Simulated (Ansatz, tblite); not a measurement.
Forces on SiB₈ at its B3LYP-D4/def2-SVP geometry. Total charge 0; singlet.

The xTB rows come from tblite. The restricted singlet is unstable towards broken spin symmetry in Hartree–Fock (as tested in another run); at PBE-D4/def2-TZVP this wasn't settled. The structure comes from a short search, and lower isomers may exist.

GFN1-xTB (tblite), largest force 2.80 eV/Å:

```xyz
9
positions Å, forces eV/Å
Si   -0.616   -1.630    1.185   -0.044   -0.789    0.660
B     0.220    1.459   -0.278    1.052    1.033   -0.369
B    -0.845    0.579    0.770   -2.472   -0.848   -1.012
B     0.391   -0.809   -1.893    0.658   -0.692   -0.637
B     0.348    1.499    1.345    1.168    1.149    0.308
B     0.551    0.723   -1.675    0.597    0.555   -0.216
B    -0.552   -0.133   -0.653   -1.983    0.057    1.101
B     0.155   -1.713   -0.651    0.250   -0.043   -0.450
B     0.348    0.027    1.850    0.775   -0.421    0.614
```

GFN2-xTB (tblite), largest force 1.82 eV/Å:

```
Si 1.816 -0.046 -0.020
B 0.586 -0.013 -0.443
B -0.210 -0.098 -1.169
B 0.167 0.020 1.088
B 0.245 -1.051 -0.598
B -0.340 -0.128 0.891
B -0.369 0.759 0.328
B -0.896 0.711 0.080
B -0.999 -0.155 -0.158
```

PBE-D4/def2-TZVP (Ansatz), largest force 0.39 eV/Å:

```
Si 0.017 0.334 -0.205
B -0.094 -0.114 -0.021
B 0.086 -0.183 0.089
B -0.033 -0.029 0.060
B 0.050 0.006 -0.055
B -0.095 0.062 0.145
B 0.251 -0.132 0.004
B -0.086 0.064 0.032
B -0.095 -0.009 -0.048
```
